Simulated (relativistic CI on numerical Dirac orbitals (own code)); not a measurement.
## Pt⁵⁺: resonant inelastic scattering at the L2,3 edge

Computed with this model: Dirac-Coulomb-Breit CI, KLI orbitals optimised for each configuration, a model potential for QED, valence Slater integrals scaled by 0.7, Kramers-Heisenberg scattering through one core-hole configuration in a parametric crystal field; configurations [Xe] 4f14 5d5 → [He] 2s2 2p5 3s2 3p6 3d10 4s2 4p6 4d10 4f14 5s2 5p6 5d6; 80 K; core-hole width 3 eV; summed over polarisations. Incident energies are the highest absorption maxima for each field (at most a few, so the weaker spin-orbit partner edge can be absent), on the computed scale of the free ion. Intensities are in per cent of the strongest line above 0.02 eV; levels within 1 cm⁻¹ are merged; final levels count from the ground level, the first row holds all elastic scattering, lines under 0.4 are left out and each table stops after 24 rows. The scale of the Slater integrals is a model choice and moves the terms in proportion.

Field parameters in Wybourne normalisation: D3d B²₀ = −7Dσ, B⁴₀ = −14Dq − 21Dτ, B⁴₃ = −14√(10/7) Dq. The field is a parameter set, without covalency, and values of 10Dq over about 45,000 cm⁻¹ lie beyond real compounds.

S is read from ⟨S²⟩ = S(S + 1).

D3d, 10Dq = 55600, Dσ = -1200, Dτ = 90 cm⁻¹:

```csv
Final level (eV),Degeneracy,Irrep,S,11563.9 eV,11569.6 eV,13280.4 eV
0.000,2,Γ4,0.56,418.8,1794.1,95.7
1.131,2,Γ4,0.55,100.0,25.7,1.1
1.351,2,Γ5+Γ6,0.55,95.5,20.8,1.1
5.491,2,Γ4,1.44,5.0,73.4,3.2
5.518,2,Γ5+Γ6,1.45,4.5,70.7,3.1
5.951,2,Γ4,1.51,4.5,68.3,29.2
6.057,2,Γ5+Γ6,1.48,2.5,37.1,16.7
6.178,2,Γ4,1.47,2.9,44.9,18.7
6.357,2,Γ4,1.47,2.8,49.6,15.0
6.645,2,Γ4,1.38,2.1,29.1,9.2
6.740,2,Γ5+Γ6,1.33,4.9,67.5,14.8
6.821,2,Γ4,1.22,3.2,46.8,19.3
6.850,2,Γ5+Γ6,1.25,3.8,55.2,16.7
6.876,2,Γ4,1.26,4.2,59.2,15.8
6.910,2,Γ4,1.35,3.3,47.1,14.8
7.072,2,Γ5+Γ6,0.85,5.6,76.5,43.3
7.093,2,Γ4,0.86,4.9,66.8,43.2
7.367,2,Γ4,0.64,5.0,75.2,45.5
7.662,2,Γ4,0.56,1.7,41.1,12.9
7.937,2,Γ4,0.94,0.6,9.1,7.0
7.949,2,Γ5+Γ6,0.72,1.9,37.0,5.6
```

D3d, 10Dq = 55600, Dσ = -860, Dτ = 90 cm⁻¹:

| Final level (eV) | Degeneracy | Irrep | S | 11563.8 eV | 11569.6 eV | 13280.4 eV |
| --- | --- | --- | --- | --- | --- | --- |
| 0.000 | 2 | Γ4 | 0.56 | 433.6 | 1785.0 | 95.1 |
| 1.158 | 2 | Γ4 | 0.55 | 100.0 | 24.8 | 1.1 |
| 1.305 | 2 | Γ5+Γ6 | 0.55 | 96.3 | 21.5 | 1.0 |
| 5.495 | 2 | Γ4 | 1.44 | 4.7 | 72.7 | 3.0 |
| 5.516 | 2 | Γ5+Γ6 | 1.45 | 4.4 | 70.9 | 2.9 |
| 5.961 | 2 | Γ4 | 1.51 | 4.5 | 70.5 | 29.9 |
| 6.076 | 2 | Γ5+Γ6 | 1.48 | 2.4 | 37.3 | 16.9 |
| 6.163 | 2 | Γ4 | 1.47 | 2.7 | 43.1 | 18.1 |
| 6.340 | 2 | Γ4 | 1.47 | 2.3 | 43.7 | 14.4 |
| 6.672 | 2 | Γ4 | 1.38 | 2.0 | 28.1 | 8.0 |
| 6.754 | 2 | Γ5+Γ6 | 1.31 | 5.0 | 71.6 | 14.7 |
| 6.802 | 2 | Γ4 | 1.24 | 2.9 | 44.3 | 20.3 |
| 6.827 | 2 | Γ5+Γ6 | 1.29 | 3.0 | 45.7 | 15.7 |
| 6.837 | 2 | Γ4 | 1.28 | 4.5 | 63.9 | 11.6 |
| 6.863 | 2 | Γ4 | 1.34 | 2.7 | 41.7 | 18.4 |
| 7.074 | 2 | Γ5+Γ6 | 0.82 | 5.7 | 80.5 | 44.3 |
| 7.097 | 2 | Γ4 | 0.84 | 5.2 | 72.0 | 43.7 |
| 7.355 | 2 | Γ4 | 0.60 | 5.0 | 77.5 | 45.9 |
| 7.654 | 2 | Γ4 | 0.56 | 1.5 | 39.5 | 12.2 |
| 7.948 | 2 | Γ4 | 0.93 | 0.6 | 9.3 | 7.9 |
| 7.988 | 2 | Γ5+Γ6 | 0.69 | 2.1 | 39.4 | 5.8 |

For the first field the strongest loss at the lowest incident energy is the level at 1.13 eV (S = 0.55, against 0.56 in the thermal ground state). Levels of other spin, the first over 8 % at 5.49 eV, appear because spin-orbit coupling of the core hole, and in heavier ions of the valence shell too, mixes spins.
